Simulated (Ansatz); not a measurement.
One change: `[F][SnH2][SH]` becomes `[F][GeH2][SH]`.

Ansatz, PBE0-D4/def2-TZVP geometries, multiplicity 1. Each molecule was computed in one conformer, which needn't be the lowest.

Elements past krypton have def2 core potentials. Scalar relativity is left out up to krypton.

```tsv
property	`[F][SnH2][SH]`
LUMO energy (PBE0/def2-TZVPP) / eV	-0.91
LUMO energy (ωB97M-V/def2-TZVPP) / eV	0.92
HOMO energy (PBE/def2-TZVPP) / eV	-6.63
HOMO energy (B3LYP/def2-TZVPP) / eV	-7.63
size of the dipole moment (B3LYP/def2-TZVPP) / D	2.53
HOMO–LUMO gap (PBE0/def2-TZVPP) / eV	6.98
```

Q: Give the same properties after the change, and the shifts. (Estimate.)

A: The calculation gave: 
| property | `[F][GeH2][SH]` | shift |
| --- | --- | --- |
| LUMO energy (PBE0/def2-TZVPP) / eV | -0.13 | 0.78 |
| LUMO energy (ωB97M-V/def2-TZVPP) / eV | 1.79 | 0.87 |
| HOMO energy (PBE/def2-TZVPP) / eV | -6.69 | -0.06 |
| HOMO energy (B3LYP/def2-TZVPP) / eV | -7.69 | -0.06 |
| size of the dipole moment (B3LYP/def2-TZVPP) / D | 1.94 | -0.59 |
| HOMO–LUMO gap (PBE0/def2-TZVPP) / eV | 7.83 | 0.85 |

With PBE0 the HOMO falls by 0.06 eV and the LUMO rises by 0.78 eV, so the gap widens by about 0.84 eV. PBE moves the HOMO by -0.06 eV and ωB97M-V by -0.07 eV. Dipoles are sizes alone; their direction can turn.

B3LYP here is the variant with VWN-RPA as its local correlation; programs differ in this.
